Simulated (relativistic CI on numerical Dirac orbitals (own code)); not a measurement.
What each ingredient does to the levels of Cd40+

Base calculation: Dirac-Coulomb-Breit CI, KLI orbitals optimised for each configuration, a model potential for QED, unscaled Slater integrals.

Configuration list (outside the closed core 1s2): 2s2.2p4, 2s.2p5, 2p6, 2p5.3s, 2p5.3p, 2p5.3d, 2s2.2p3.3s, 2s2.2p3.3p, 2s2.2p3.3d, 2s.2p4.3s, 2s.2p4.3p, 2s.2p4.3d, 2s2.2p3.4s, 2s2.2p3.4p, 2s2.2p3.4d, 2s2.2p3.4f, 2s.2p4.4s, 2s.2p4.4p, 2s.2p4.4d, 2s.2p4.4f, 2s2.2p2.3s2, 2s2.2p2.3s.3p, 2s2.2p3.5s, 2s2.2p3.5p, 2s2.2p3.5d, 2s2.2p3.5f, 2s2.2p3.5g, 2s2.2p2.3s.3d, 2s2.2p2.3p2, 2s2.2p2.3p.3d, 2s.2p3.3s2, 2s2.2p2.3d2, 2s.2p3.3s.3p, 2s.2p3.3s.3d, 2s.2p3.3p2, 2s.2p4.5s. Levels of other configurations are missing.

The lowest level and the first level of each name with at least 55 % of one term (blank where a level has no safe partner in the second run):

```
           Level  Base (eV)  Shift (eV)
    2s2.2p4 3P_2       0.00        0.00
    2s2.2p4 1S_0      31.84       +0.02
    2s2.2p4 3P_1     196.34       -0.38
    2s2.2p4 1D_2     211.98       -0.38
    2s2.2p4 3P_0     420.00       -0.70
    2s.2p5 3P°_2     420.36       +3.61
    2s.2p5 3P°_0     623.64       +3.24
        2p6 1S_0     916.45       +7.15
 2s2.2p3.3p 3P_0    3597.89       +0.19
2s2.2p3.3d 3P°_0    3646.65       +0.32
2s2.2p3.3s 3D°_3    3648.21       -1.04
2s2.2p3.3s 1D°_2    3653.46       -1.13
2s2.2p3.3s 3P°_0    3674.85       -1.14
 2s2.2p3.3p 3D_1    3737.93       -0.06
```

At this charge energies of transitions that change n are usually good to better than 1 %, and those within a shell (Δn = 0) to a few per cent.

Question: One thing was changed in a second run, which moved the levels as shown. Which?
A. Breit term removed
B. QED terms removed
C. configuration mixing switched off

Answer: B. QED terms removed. QED shifts follow the density of s (and p1/2) electrons at the nucleus, so configurations move by their count of such electrons; where none moves, the smaller shifts of p3/2 electrons and of j = l + 1/2 against j = l − 1/2 set the pattern.

LS names give the leading component of a level, which can be under half, so a name can repeat, a term be missing and a line seem to break the LS rules.
